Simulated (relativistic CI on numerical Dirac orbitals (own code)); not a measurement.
# d4 in a ligand field

Computed with a parametric ligand-field model of a d^n configuration (Racah B and C, spin-orbit zeta, crystal field), exact diagonalisation.

Field parameters in Wybourne normalisation: Oh B⁴₀ = 21Dq, B⁴₄ = √(5/14) B⁴₀. The field is a parameter set, without covalency.

(1) Lowest levels for B = 380, C = 1870, ζ = 2050 cm⁻¹, Oh, 10Dq = 20900 cm⁻¹?

(2) Lowest levels for B = 660, C = 2880, ζ = 2800 cm⁻¹, Oh, 10Dq = 31300 cm⁻¹?

(3) Lowest levels for B = 610, C = 2370, ζ = 2050 cm⁻¹, Oh, 10Dq = 38850 cm⁻¹?

(4) Lowest levels for B = 740, C = 3000, ζ = 630 cm⁻¹, Oh, 10Dq = 16600 cm⁻¹?

(5) Lowest levels for B = 610, C = 2260, ζ = 1450 cm⁻¹, Oh, 10Dq = 39650 cm⁻¹?

Results:

(1) A1 0 (S 1.03), T1 2076 (S 1.06), T2 3793 (S 0.94), E 3823 (S 1.00), T2 9167 (S 0.29), E 9516 (S 0.24), A2 13303 (S 1.98), T2 13396 (S 1.96), E 13496 (S 1.94) cm⁻¹, with S from ⟨S²⟩ = S(S + 1). The ground level has 0.10 electrons in the cubic e pair.

(2) A1 0 (S 1.03), T1 2724 (S 1.06), T2 5161 (S 0.96), E 5193 (S 1.01), T2 13442 (S 0.25), E 14158 (S 0.21), A2 18505 (S 1.98), T2 18645 (S 1.96), E 18794 (S 1.94) cm⁻¹, with S from ⟨S²⟩ = S(S + 1). The ground level has 0.10 electrons in the cubic e pair.

(3) A1 0 (S 1.00), T1 1730 (S 1.01), T2 3489 (S 0.96), E 3551 (S 0.98), T2 10642 (S 0.13), E 11276 (S 0.10), A1 20978 (S 0.10), A2 26764 (S 1.99), T2 26794 (S 1.99) cm⁻¹, with S from ⟨S²⟩ = S(S + 1). The ground level has 0.03 electrons in the cubic e pair.

(4) A1 0 (S 1.77), T1 206 (S 1.85), E 395 (S 1.93), T2 489 (S 1.96), A2 595 (S 2.00), A1 2027 (S 1.32), T1 2198 (S 1.22), T2 2460 (S 1.06), E 2565 (S 1.10) cm⁻¹, with S from ⟨S²⟩ = S(S + 1). The ground level has 0.74 electrons in the cubic e pair; its S is far from a half-integer, so spin-orbit coupling mixes spin states.

(5) A1 0 (S 1.00), T1 1087 (S 1.01), T2 2387 (S 0.98), E 2419 (S 0.99), T2 9265 (S 0.07), E 9937 (S 0.05), A1 19306 (S 0.05), A2 27046 (S 1.99), T2 27062 (S 1.99) cm⁻¹, with S from ⟨S²⟩ = S(S + 1). The ground level has 0.02 electrons in the cubic e pair.
